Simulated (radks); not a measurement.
Species: Ga. Configuration: [Ar] 3d10 4s2 4p(up 0.75, down 0.25) (fractional occupations, a model configuration). Method: non-relativistic Kohn-Sham, PBEsol, spin-polarised, spherical densities, point nucleus; computed with a radial shooting solver on a logarithmic mesh with Libxc functionals. Some entries of the table are withheld. Estimate them.

orbital,occ.,eigenvalue (Ry),r(max) (bohr),<r> (bohr)
1s up,1,-741.0858,0.03263,0.04946
1s down,1,-741.0852,0.03263,0.04946
2s down,1,-90.47934,0.1859,0.2217
2s up,1,-90.47934,0.1859,0.2217
2p up,3,-80.18677,0.1479,0.1923
2p down,3,-80.18638,0.1479,0.1923
3s up,1,-10.50631,0.5738,0.6631
3s down,1,-10.50587,0.5738,0.6631
3p up,3,(1),0.5708,0.6843
3p down,3,(2),0.5708,0.6842
3d up,5,-1.45370,0.5315,(3)
3d down,5,-1.45154,0.5314,(4)
4s up,1,-0.65261,1.934,2.385
4s down,1,-0.62657,1.923,2.375
4p up,0.75,-0.20426,(5),3.368
4p down,0.25,-0.17605,(6),3.413

Answer. 
(1) 3p up eigenvalue (Ry): -7.16935
(2) 3p down eigenvalue (Ry): -7.16871
(3) 3d up <r> (bohr): 0.8069
(4) 3d down <r> (bohr): 0.8051
(5) 4p up r(max) (bohr): 2.552
(6) 4p down r(max) (bohr): 2.539
